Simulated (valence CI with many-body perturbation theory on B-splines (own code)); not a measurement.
## E1 line list for Tm⁵⁵⁺

Level of theory: valence CI with perturbative core correlation (CI+MBPT): four valence electrons over a frozen Dirac-Fock core [Ne], a basis of 11 s, 11 p, 10 d, 8 f, 5 g, 2 h functions for each j, with the one-electron correlation potential Σ1, the two-electron term Σ2, the three-electron term Σ3, Breit, model QED; selected CI, second order for the rest, scaled by the run's own slope (own B-spline code, finite nucleus).

The last digits are not significant, and no measured levels were compared; by estimate large intervals hold to a few tenths of a per cent, small ones and those within an open d or f shell to about a per cent. Among the levels kept, up to 570 cm⁻¹ of a level comes from second order outside the variational space, and about a tenth of that is noise between levels of different J, which matters for small intervals.

Lines 1 to 50 of 515 in falling wavelength, among levels below 1364.6 eV, chosen from the strongest by gf and those to the six lowest levels. Wavelengths and rates use the calculated energies. Electric multipoles are in the length gauge, E1 and E2 with the static RPA response of the core. Weak lines are less certain than strong ones. Lines between different terms over intervals too small for the method are left out, as are lines whose strength nearly cancels. The highest levels of a list are the least certain.

Levels are named by their leading jj configuration (3d3/2^4 stands for four electrons in 3d with j = 3/2), which in mixed levels can hold well under half, so a name can repeat and another be missing. Letters in brackets count levels of one name in rising energy.

```csv
λ vac (nm),Upper,Lower,A (s⁻¹),S (a.u.) with core polarisation,S without
14.49,(3s^2 3p3/2^2) J=2,(3s 3p1/2^2 3p3/2) J=1,4.98e+07,3.74e-04,3.80e-04
11.11,(3s^2 3p3/2^2) J=2,(3s 3p1/2^2 3p3/2) J=2,4.58e+07,1.55e-04,1.58e-04
10.76,(3s 3p1/2 3d3/2 3d5/2) J=4 [a],(3s^2 3d3/2 3d5/2) J=3,4.96e+09,2.75e-02,2.79e-02
10.07,(3s 3p1/2 3p3/2 3d3/2) J=4,(3s^2 3p3/2 3d3/2) J=3,7.50e+09,3.40e-02,3.45e-02
9.979,(3p1/2 3p3/2^2 3d3/2) J=4,(3s 3p3/2^2 3d3/2) J=3 [b],6.63e+09,2.93e-02,2.98e-02
9.965,(3s 3p1/2 3d3/2 3d5/2) J=5,(3s^2 3d3/2 3d5/2) J=4,1.19e+10,6.39e-02,6.49e-02
9.329,(3p1/2 3p3/2^2 3d5/2) J=5,(3s 3p3/2^2 3d5/2) J=4 [b],1.07e+10,4.70e-02,4.78e-02
8.851,(3s 3p1/2 3d3/2 3d5/2) J=3 [d],(3s^2 3d3/2 3d5/2) J=2,1.03e+10,2.46e-02,2.50e-02
8.739,(3s 3p1/2 3d5/2^2) J=5,(3s^2 3d5/2^2) J=4,2.28e+10,8.26e-02,8.39e-02
8.738,(3s 3p1/2^2 3p3/2) J=2,(3s^2 3p1/2 3p3/2) J=2,9.49e+09,1.56e-02,1.59e-02
8.653,(3s 3p1/2 3p3/2 3d5/2) J=5,(3s^2 3p3/2 3d5/2) J=4,1.73e+10,6.10e-02,6.20e-02
8.604,(3p1/2^2 3d3/2 3d5/2) J=4,(3s 3p1/2 3d3/2 3d5/2) J=3 [e],2.21e+10,6.25e-02,6.35e-02
8.589,(3s 3p1/2 3d5/2^2) J=3 [a],(3s^2 3d5/2^2) J=2,2.00e+10,4.38e-02,4.45e-02
8.529,(3s 3p1/2 3p3/2^2) J=3,(3s^2 3p3/2^2) J=2,1.12e+10,2.40e-02,2.44e-02
8.484,(3s 3p1/2 3d3/2 3d5/2) J=4 [c],(3s^2 3d3/2 3d5/2) J=4,1.11e+10,3.01e-02,3.06e-02
8.468,(3s 3p1/2 3p3/2 3d5/2) J=4 [c],(3s^2 3p3/2 3d5/2) J=3,9.91e+09,2.67e-02,2.72e-02
8.325,(3s 3p1/2^2 3d5/2) J=3,(3s^2 3p1/2 3d5/2) J=3,1.35e+10,2.69e-02,2.73e-02
8.297,(3p1/2^2 3p3/2 3d5/2) J=4,(3s 3p1/2 3p3/2 3d5/2) J=3 [c],1.60e+10,4.06e-02,4.12e-02
8.277,(3s 3p1/2^2 3d5/2) J=3,(3s^2 3p1/2 3d5/2) J=2,2.18e+10,4.28e-02,4.34e-02
8.236,(3s 3p1/2^2 3p3/2) J=2,(3s^2 3p1/2 3p3/2) J=1,1.19e+10,1.64e-02,1.67e-02
8.223,(3s 3p1/2 3p3/2 3d3/2) J=3 [c],(3s^2 3p3/2 3d3/2) J=3,1.35e+10,2.59e-02,2.64e-02
8.103,(3s 3p1/2 3p3/2 3d5/2) J=3 [b],(3s^2 3p3/2 3d5/2) J=2,1.17e+10,2.15e-02,2.18e-02
8.093,(3p1/2 3p3/2^2 3d5/2) J=4 [b],(3s 3p3/2^2 3d5/2) J=3 [a],1.38e+10,3.25e-02,3.30e-02
8.070,(3s 3p1/2 3d5/2^2) J=2 [b],(3s^2 3d5/2^2) J=2,2.16e+10,2.80e-02,2.84e-02
8.040,(3s 3p1/2^2 3d3/2) J=1,(3s^2 3p1/2 3d3/2) J=2,2.72e+10,2.09e-02,2.13e-02
8.003,(3p1/2^2 3p3/2 3d3/2) J=3,(3s 3p1/2 3p3/2 3d3/2) J=3 [c],1.85e+10,3.27e-02,3.32e-02
7.960,(3s 3p1/2 3d5/2^2) J=4 [b],(3s^2 3d5/2^2) J=4,1.85e+10,4.15e-02,4.22e-02
7.939,(3p1/2^2 3d3/2 3d5/2) J=4,(3s 3p1/2 3d3/2 3d5/2) J=4 [c],1.91e+10,4.24e-02,4.31e-02
7.931,(3s 3p1/2 3d3/2 3d5/2) J=3 [b],(3s 3p1/2 3p3/2 3d5/2) J=2 [c],1.26e+10,2.17e-02,2.20e-02
7.920,(3p1/2^2 3d3/2 3d5/2) J=2,(3s 3p1/2 3d3/2 3d5/2) J=3 [d],2.43e+10,2.98e-02,3.02e-02
7.877,(3p1/2 3p3/2^2 3d5/2) J=2,(3s 3p3/2^2 3d5/2) J=3 [b],1.74e+10,2.10e-02,2.13e-02
7.837,(3s 3p1/2 3d3/2 3d5/2) J=3 [e],(3s^2 3d3/2 3d5/2) J=4,1.99e+10,3.30e-02,3.36e-02
7.822,(3p1/2 3p3/2^2 3d3/2) J=4,(3s 3p3/2^2 3d3/2) J=4,1.49e+10,3.17e-02,3.22e-02
7.806,(3p1/2^2 3d3/2^2) J=0,(3s 3p1/2 3d3/2^2) J=1 [b],9.34e+10,2.19e-02,2.23e-02
7.758,(3s 3p1/2 3d5/2^2) J=3 [b],(3s^2 3d5/2^2) J=4,2.24e+10,3.61e-02,3.67e-02
7.730,(3p1/2^2 3p3/2 3d5/2) J=4,(3s 3p1/2 3p3/2 3d5/2) J=4 [b],9.61e+09,1.97e-02,2.00e-02
7.714,(3s 3p1/2^2 3d3/2) J=2,(3s^2 3p1/2 3d3/2) J=2,2.06e+10,2.34e-02,2.38e-02
7.696,(3p1/2^2 3d3/2 3d5/2) J=2,(3s 3p1/2 3d3/2 3d5/2) J=1 [b],1.72e+10,1.93e-02,1.96e-02
7.680,(3s 3p1/2 3p3/2 3d5/2) J=3 [d],(3s^2 3p3/2 3d5/2) J=3,1.81e+10,2.84e-02,2.88e-02
7.667,(3s 3p1/2^2 3d5/2) J=2,(3s^2 3p1/2 3d5/2) J=3,3.02e+10,3.36e-02,3.41e-02
7.637,(3p1/2^2 3d3/2 3d5/2) J=3,(3s 3p1/2 3d3/2 3d5/2) J=3 [c],3.56e+10,5.48e-02,5.57e-02
7.636,(3p1/2 3p3/2^2 3d3/2) J=3 [a],(3s 3p3/2^2 3d3/2) J=3 [a],1.77e+10,2.72e-02,2.76e-02
7.543,(3p1/2^2 3p3/2 3d5/2) J=2,(3s 3p1/2 3p3/2 3d5/2) J=2 [b],2.09e+10,2.21e-02,2.25e-02
7.400,(3p1/2^2 3d3/2 3d5/2) J=2,(3s 3p1/2 3d3/2 3d5/2) J=2 [b],3.06e+10,3.06e-02,3.11e-02
7.386,(3s 3p1/2^2 3p3/2) J=1,(3s^2 3p1/2 3p3/2) J=2,3.55e+10,2.12e-02,2.15e-02
7.342,(3p1/2^2 3p3/2 3d5/2) J=2,(3s 3p1/2 3p3/2 3d5/2) J=3 [b],1.89e+10,1.84e-02,1.87e-02
7.324,(3p1/2^2 3p3/2 3d5/2) J=1,(3s 3p1/2 3p3/2 3d5/2) J=1 [c],3.24e+10,1.89e-02,1.92e-02
7.303,(3p1/2^2 3d3/2^2) J=2,(3s 3p1/2 3d3/2^2) J=3,4.95e+10,4.75e-02,4.83e-02
7.290,(3s 3p1/2 3p3/2^2) J=2 [b],(3s^2 3p3/2^2) J=2,2.03e+10,1.94e-02,1.98e-02
7.250,(3p1/2 3p3/2^3) J=1,(3s 3p3/2^3) J=2,3.82e+10,2.15e-02,2.19e-02
```
